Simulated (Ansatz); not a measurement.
C₈H₁₁N₅⁻, that is 1-ethyl-3-methylimidazolium dicyanamide with one electron more, relaxed as a doublet with UKS PBE-D4/def2-SVP in Ansatz, starting from the PBE-D4/def2-SVP geometry of the neutral singlet. Force threshold 0.03 eV/Å.

The highest occupied level of the relaxed charge -1 doublet lies above zero (up to 1.65 eV). By energy differences its removal costs 0.39 eV (each at its own geometry, to the charge 0 singlet, at PBE0-D4/def2-TZVP). In the doublet geometry the species has come apart into loosely held pieces. The relaxation made no stability test and no search for a lower SCF solution.

Start:

```xyz
24

C    -0.7035   -0.5520   -2.7976
C    -1.7890   -0.2553   -1.7660
N    -1.2655   -0.2625   -0.3923
C    -0.9556   -1.3910    0.3529
C    -0.3256   -0.9633    1.4966
N    -0.2692    0.4197    1.4281
C     0.3728    1.2937    2.4078
C    -0.8198    0.8196    0.2676
H    -1.1331   -0.4835   -3.8164
H    -0.2938   -1.5731   -2.6645
H     0.1266    0.1768   -2.6894
H    -2.2352    0.7446   -1.9323
H    -2.6182   -0.9910   -1.8016
H    -1.1889   -2.3998    0.0014
H     0.1646   -1.5126    2.3071
H     1.2105    0.7271    2.8624
H    -0.3553    1.6098    3.1814
H     0.7792    2.1766    1.8802
H    -0.8433    1.8458   -0.1064
N     1.4466    1.4241   -1.2084
C     2.1979    0.7410   -0.5790
N     3.0569    0.0028    0.0619
C     2.8180   -0.5460    1.2228
N     2.6228   -1.0516    2.2837
```

| step | energy (eV) | largest force component (eV/Å) | SCF passes |
| --- | --- | --- | --- |
| 1 | -15892.6334 | 3.542 | 25 |
| 2 | -15893.0767 | 1.882 | 31 |
| 3 | -15893.2879 | 1.060 | 30 |
| 4 | -15893.3977 | 0.755 | 28 |
| 5 | -15893.4572 | 0.473 | 27 |
| 6 (rejected) | -15893.4554 | 0.827 | 27 |
| 7 | -15893.4786 | 0.104 | 26 |
| 8 | -15893.4812 | 0.084 | 24 |
| 9 | -15893.4833 | 0.089 | 23 |
| 10 | -15893.4849 | 0.053 | 24 |
| 11 | -15893.4862 | 0.062 | 24 |
| 12 | -15893.4873 | 0.067 | 24 |
| 13 | -15893.4881 | 0.065 | 25 |
| 14 | -15893.4888 | 0.044 | 23 |
| 15 | -15893.4891 | 0.018 | 23 |

Force components are those of the run's own axes.

End:

```csv
atom,x (Å),y (Å),z (Å)
C1,-0.746,-0.367,-2.647
C2,-1.972,-0.335,-1.722
N3,-1.653,-0.334,-0.310
C4,-1.066,-1.435,0.335
C5,-0.292,-0.973,1.365
N6,-0.350,0.409,1.364
C7,0.364,1.299,2.235
C8,-1.232,0.865,0.350
H9,-1.047,-0.262,-3.711
H10,-0.204,-1.330,-2.536
H11,-0.022,0.436,-2.385
H12,-2.582,0.574,-1.921
H13,-2.637,-1.205,-1.931
H14,-1.265,-2.464,0.015
H15,0.337,-1.510,2.085
H16,1.100,0.723,2.827
H17,-0.330,1.852,2.917
H18,0.924,2.051,1.633
H19,-0.809,1.661,-0.304
N20,1.846,1.417,-1.209
C21,2.467,0.695,-0.492
N22,3.253,-0.085,0.202
C23,3.019,-0.591,1.382
N24,2.897,-1.090,2.459
```

By distances, no bond broke or formed. The bond that changes most is N3–C8, from 1.34 to 1.43 Å (atoms count from 1).

No frequencies were taken in this run, so the end may be a saddle point.

It took 82 s on 4 threads of Arm Neoverse V1 on a shared host.
